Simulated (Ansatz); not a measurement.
A run for Ansatz (a first-principles code): R-r2SCAN/def2-TZVPPD on H3N3 (a complex). Files ending in .json are basis or fitting sets from the Basis Set Exchange.

Ansatz 0.2 input:
```yaml
crystal:
  periodic: [false, false, false]
  atoms:
    - {symbol: N, position_ang: [-0.07682120, -0.11839229, -0.35457497]}
    - {symbol: H, position_ang: [0.88079986, 0.15030491, -0.54933606]}
    - {symbol: H, position_ang: [-0.65972011, 0.69039443, -0.53695089]}
    - {symbol: H, position_ang: [-0.13922695, -0.31914769, 0.63667078]}
    - {symbol: N, position_ang: [-0.01034290, -0.04568317, 4.35146959]}
    - {symbol: N, position_ang: [-0.06875605, -0.18400627, 3.27118572]}
basis:
  gaussian:
    orbitals: def2-TZVPPD.json
hamiltonian:
  xc: {name: r2SCAN}
scf: {lower_state_search: off}
```

### Question
Predict the final total energy.

### Answer
-166.0628 hartree.
